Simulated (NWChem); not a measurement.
System: SiH$_{3}$Cl; SMILES Cl[SiH3]

Input file for NWChem:

```
start job
memory heap 200 mb stack 900 mb global 1100 mb
geometry units angstroms
  Si     0.000000     0.000000    -0.959954
  Cl     0.000000     0.000000     1.107816
  H     -0.787225    -1.168593    -1.442037
  H      1.405643    -0.097461    -1.442037
  H     -0.618418     1.266053    -1.442037
end
basis spherical
  * library 3-21g
end
dft
  xc hfexch
  iterations 150
end
driver
  maxiter 120
end
task dft optimize
task dft freq
```

The level has its own optimisation; frequencies are unscaled.

Question: Predict the main results of this run. (Hartree-Fock/3-21G.) Quantities: r Cl–Si (Å); r H–Si (Å); highest harmonic frequency (cm⁻¹); lowest (cm⁻¹); zero-point energy (kcal/mol); dipole (D).

Answer: 
- r Cl–Si (Å) = 2.191
- r H–Si (Å) = 1.475
- highest harmonic frequency (cm⁻¹) = 2357
- lowest (cm⁻¹) = 475
- zero-point energy (kcal/mol) = 17.0
- dipole (D) = 3.53
